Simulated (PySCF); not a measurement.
C5H4N (SMILES [c]1ccccn1), doublet, geometry from GFN2-xTB; PBE0/3-21G (PySCF).

PySCF was given this input:
```python
from pyscf import gto, scf, dft

mol = gto.Mole()
mol.atom = '''
    C     0.63209058   -1.22024868    0.00213114
    N    -0.64629227   -1.23442534   -0.05415938
    C    -1.34250590   -0.10541752   -0.06100991
    C    -0.67699484    1.10741371   -0.00646097
    C     0.71176925    1.11346857    0.05449419
    C     1.41491343   -0.08547821    0.06018361
    H    -2.41988510   -0.18337616   -0.10983212
    H    -1.23281981    2.03263606   -0.01143014
    H     1.24980916    2.05081684    0.09769064
    H     2.49130647   -0.11752659    0.10665885
'''
mol.basis = '3-21g'
mol.spin = 1
mol.verbose = 4
mol.build()

mf = dft.UKS(mol)
mf.xc = 'pbe0'
mf.kernel()
mo_i, mo_e, stable_i, stable_e = mf.stability(internal=True, external=False, return_status=True, nroots=6, tol=1e-6)
print('internally stable:', stable_i, ' externally stable:', stable_e)
if not stable_i:
    umf = mf.copy()
    umf.scf_summary = {}
    umf.kernel(umf.make_rdm1(mo_i, mf.mo_occ))
```

Output, abridged:

```
PySCF version 2.14.0

[INPUT] verbose = 4
[INPUT] num. atoms = 10
[INPUT] num. electrons = 41
[INPUT] charge = 0
[INPUT] spin (= nelec alpha-beta = 2S) = 1
[INPUT] symmetry False subgroup None
[INPUT] Mole.unit = angstrom
[INPUT] Symbol           X                Y                Z      unit          X                Y                Z       unit  Magmom
[INPUT]  1 C      0.632090580000  -1.220248680000   0.002131140000 AA    1.194478082117  -2.305935809062   0.004027270933 Bohr   0.0
[INPUT]  2 N     -0.646292270000  -1.234425340000  -0.054159380000 AA   -1.221315386723  -2.332725813823  -0.102346395276 Bohr   0.0
[INPUT]  3 C     -1.342505900000  -0.105417520000  -0.061009910000 AA   -2.536968471613  -0.199210241531  -0.115292020784 Bohr   0.0
[INPUT]  4 C     -0.676994840000   1.107413710000  -0.006460970000 AA   -1.279334835344   2.092708618489  -0.012209463799 Bohr   0.0
[INPUT]  5 C      0.711769250000   1.113468570000   0.054494190000 AA    1.345048946387   2.104150645611   0.102979094480 Bohr   0.0
[INPUT]  6 C      1.414913430000  -0.085478210000   0.060183610000 AA    2.673798872669  -0.161530406518   0.113730540088 Bohr   0.0
[INPUT]  7 H     -2.419885100000  -0.183376160000  -0.109832120000 AA   -4.572920091916  -0.346530720174  -0.207552626480 Bohr   0.0
[INPUT]  8 H     -1.232819810000   2.032636060000  -0.011430140000 AA   -2.329691801838   3.841125464315  -0.021599834165 Bohr   0.0
[INPUT]  9 H      1.249809160000   2.050816840000   0.097690640000 AA    2.361797020373   3.875482159246   0.184608554533 Bohr   0.0
[INPUT] 10 H      2.491306470000  -0.117526590000   0.106658850000 AA    4.707886920657  -0.222093067454   0.201556015261 Bohr   0.0

nuclear repulsion = 198.892403589711
number of shells = 38
number of NR pGTOs = 102
number of NR cGTOs = 62
basis = 3-21g
ecp = {}

******** <class 'pyscf.dft.uks.UKS'> ********
method = UKS
initial guess = minao
damping factor = 0
level_shift factor = 0
DIIS = <class 'pyscf.scf.diis.CDIIS'>
diis_start_cycle = 1
diis_space = 8
diis_damp = 0
SCF conv_tol = 1e-09
SCF conv_tol_grad = None
SCF max_cycles = 50
direct_scf = True
direct_scf_tol = 1e-13
number electrons alpha = 21  beta = 20
XC library pyscf.dft.libxc version 7.1.2
    S. Lehtola, C. Steigemann, M. J. T. Oliveira, and M. A. L. Marques,  SoftwareX 7, 1–5 (2018)
XC functionals = pbe0
    C. Adamo and V. Barone,  J. Chem. Phys. 110, 6158 (1999)
    M. Ernzerhof and G. E. Scuseria,  J. Chem. Phys. 110, 5029 (1999)
radial grids:
    Treutler-Ahlrichs [JCP 102, 346 (1995); DOI:10.1063/1.469408] (M4) radial grids

becke partition: Becke, JCP 88, 2547 (1988); DOI:10.1063/1.454033
pruning grids: <function nwchem_prune>
grids dens level: 3
symmetrized grids: False
atomic radii adjust function: <function treutler_atomic_radii_adjust>
small_rho_cutoff = 0
Set gradient conv threshold to 3.16228e-05
tot grids = 123728
init E= -247.001596851183

cycle= 1 E= -245.923548528299  delta_E= 1.08  |g|= 0.148  |ddm|= 2.64
cycle= 2 E= -245.929590580469  delta_E= -0.00604  |g|= 0.149  |ddm|= 0.403
cycle= 3 E= -245.939440179282  delta_E= -0.00985  |g|= 0.0414  |ddm|= 0.168
cycle= 4 E= -245.94010182055  delta_E= -0.000662  |g|= 0.0189  |ddm|= 0.0576
cycle= 5 E= -245.940283539475  delta_E= -0.000182  |g|= 0.00877  |ddm|= 0.0308
cycle= 6 E= -245.940337540529  delta_E= -5.4e-05  |g|= 0.00275  |ddm|= 0.0146
cycle= 7 E= -245.940350597626  delta_E= -1.31e-05  |g|= 0.00148  |ddm|= 0.00766
cycle= 8 E= -245.94035558528  delta_E= -4.99e-06  |g|= 0.000981  |ddm|= 0.0046
cycle= 9 E= -245.940358325491  delta_E= -2.74e-06  |g|= 0.000444  |ddm|= 0.0039
cycle= 10 E= -245.940358961552  delta_E= -6.36e-07  |g|= 0.000362  |ddm|= 0.00189
cycle= 11 E= -245.940359204963  delta_E= -2.43e-07  |g|= 0.000119  |ddm|= 0.00125
cycle= 12 E= -245.940359237606  delta_E= -3.26e-08  |g|= 4.62e-05  |ddm|= 0.000543
cycle= 13 E= -245.940359239581  delta_E= -1.98e-09  |g|= 2.34e-05  |ddm|= 0.000108
cycle= 14 E= -245.940359240041  delta_E= -4.6e-10  |g|= 8.08e-06  |ddm|= 5.01e-05
Extra cycle  E= -245.940359240007  delta_E= 3.43e-11  |g|= 1.35e-05  |ddm|= 2.72e-05
converged SCF energy = -245.940359240007  <S^2> = 0.75603341  2S+1 = 2.0060243
uhf_internal: lowest eigs of H = [0.19377025 0.23926376 0.25678086 0.30747474 0.32364015 0.32910816]
<class 'pyscf.dft.uks.UKS'> wavefunction is stable in the internal stability analysis
internally stable: True  externally stable: None
```
